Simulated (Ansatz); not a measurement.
CHBrINSi, SMILES `Br[Si]1(I)C=N1`, relaxed with RKS PBE-D4/def2-SVP in Ansatz from a rough embedded geometry. The force threshold is 0.03 eV/Å; the program also tests the step.

Charge 0, multiplicity 1. I takes the def2 core potential.

Start:

```xyz
6

Br   -0.310    2.152   -1.178
Si   -0.276    0.544    0.201
I     0.530    1.118    2.366
C    -0.185   -1.112   -0.318
N     0.942   -0.663   -0.472
H    -0.700   -2.039   -0.598
```

Problem. How much energy does the relaxation release, and in how many steps? (An estimate is asked.)

Solution. The calculation gave: 10.69 kcal/mol, in 7 steps, 1 of them rejected.

Problem. Which bonds change most? (Estimate.)

Solution. Computed: Br1–Si2 from 2.119 to 2.215 Å; C4–N5 from 1.223 to 1.299 Å; Si2–C4 from 1.738 to 1.788 Å; Si2–I3 from 2.380 to 2.429 Å.

Problem. Give the relaxed structure. (An estimate is asked.)

Solution. Ansatz gave: 
```xyz
6

Br   -0.420    2.285   -1.156
Si   -0.005    0.553    0.161
I     0.431    1.207    2.460
C    -0.245   -1.141   -0.359
N     0.995   -0.798   -0.536
H    -0.756   -2.106   -0.570
```
